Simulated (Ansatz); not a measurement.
C$_{3}$H$_{11}$MoN$_{3}$, SMILES `C[N]=[Mo]([CH3])([NH2])=[N]C` at its PBE0-D4/def2-TZVP geometry, where that method's forces vanish. Total charge 0; spin multiplicity 1. Mo: def2 effective core potential.

```xyz
18

C     1.8544   -1.7705    0.8718
N     0.5970   -1.2893    0.4251
Mo   -0.5923   -0.2234   -0.2439
C    -1.9227    0.1559    1.3734
N    -1.5137   -1.0342   -1.7626
N     0.0477    1.3352   -0.6426
C     0.9835    2.3864   -0.8193
H     1.7858   -2.0901    1.9177
H     2.1700   -2.6376    0.2804
H     2.6355   -1.0052    0.8016
H    -1.4040    0.6089    2.2205
H    -2.3718   -0.7860    1.7010
H    -2.7113    0.8368    1.0410
H    -1.7893   -0.5163   -2.5840
H    -1.4723   -2.0206   -1.9728
H     1.9836    2.1095   -0.4672
H     1.0576    2.6659   -1.8764
H     0.6623    3.2746   -0.2636
```

(1) What forces (eV/Å) does ωB97M-V/def2-TZVPP give on these atoms in the Gaussian-basis code of Ansatz? (An estimate is asked.)

Answers

(1) Ansatz gave: 
```
C1   0.454 -0.180  0.173
N2  -0.535  0.289 -0.232
Mo3  0.393  0.094  0.032
C4  -0.071  0.015  0.074
N5  -0.013 -0.028 -0.058
N6  -0.364 -0.529  0.103
C7   0.334  0.391 -0.060
H8   0.006  0.034 -0.109
H9  -0.037  0.093  0.060
H10 -0.079 -0.069  0.004
H11 -0.058 -0.035 -0.057
H12  0.022  0.085 -0.010
H13  0.050 -0.055  0.047
H14 -0.007 -0.028  0.018
H15 -0.020  0.028 -0.005
H16 -0.097  0.021 -0.033
H17 -0.010 -0.033  0.111
H18  0.032 -0.093 -0.056
```
